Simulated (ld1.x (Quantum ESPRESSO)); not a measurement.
**lead, TM: configuration errors across variants**

- Element: Pb (Z = 82)
- Generator: ld1.x (Quantum ESPRESSO) 7.5
- Type: norm-conserving Troullier–Martins (Kleinman–Bylander form)
- Functional: PBEsol
- Relativity: scalar-relativistic
- Frozen core: [Xe] 4f14 5d10
- Valence charge: 4
- Reference configuration: 6s1.75 6p2.25
- Partial waves: 6s (bound): rc 1.95 bohr; 6d channel at 0.15 Ry: rc 2.10 bohr; 6p (bound): rc 2.20 bohr
- Local potential: the p channel
- Core correction: a·sin(br)/r model core, default radius (core density twice the valence density)

All-electron excitation energies from the reference (eV): (1) 6s2 6p2 -2.157; (2) 6s2 6p1 4.441; (3) 6s2 6p0 17.888; (4) 6s1 6p0 50.367; (5) 6s0 6p4 15.749; (6) 6s1 6p2 14.019; (7) 6s1 6p3 6.614.

1 further variants failed, have other tests or too few solved ones, and are left out.

A true bound ghost makes a file unfit for plane-wave use even where its test errors are small: the radial tests pick states by their node count and pass the ghost by.

Errors AE − PS in meV (a dash: test not solved or not reliable):

```tsv
change	(1)	(2)	(3)	(4)	(5)	(6)	(7)	bound ghosts
base	-1.7	-11	-101	-568	-107	-61	-21	d
wave 6p (bound): rc 2.20 bohr becomes 6p (bound): rc 1.74 bohr	-1.1	-8.3	-112	-617	-57	-37	-14	s, d
wave 6p (bound): rc 2.20 bohr becomes 6p (bound): rc 1.94 bohr	-1.6	-11	-110	-614	-85	-58	-18	s, d
wave 6p (bound): rc 2.20 bohr becomes 6p (bound): rc 2.12 bohr	-1.4	-10	-96	-547	-100	-57	-19	d
wave 6p (bound): rc 2.20 bohr becomes 6p (bound): rc 2.34 bohr	-1.8	-11	-103	-570	-112	-62	-22	d
wave 6p (bound): rc 2.20 bohr becomes 6p (bound): rc 2.54 bohr	-1.8	-11	-103	-571	-112	-62	-22	d
wave 6p (bound): rc 2.20 bohr becomes 6p (bound): rc 2.76 bohr	-1.6	-11	-103	-574	-105	-60	-20	d
wave 6p (bound): rc 2.20 bohr becomes 6p (bound): rc 3.00 bohr	-1.4	-11	-105	-583	-90	-56	-18	d
```

(1) Give the same row for: wave 6p (bound): rc 2.20 bohr becomes 6p (bound): rc 3.32 bohr.

Answers

(1) -0.8, -10, -112, -607, -63, -47, -13; bound ghosts: d.
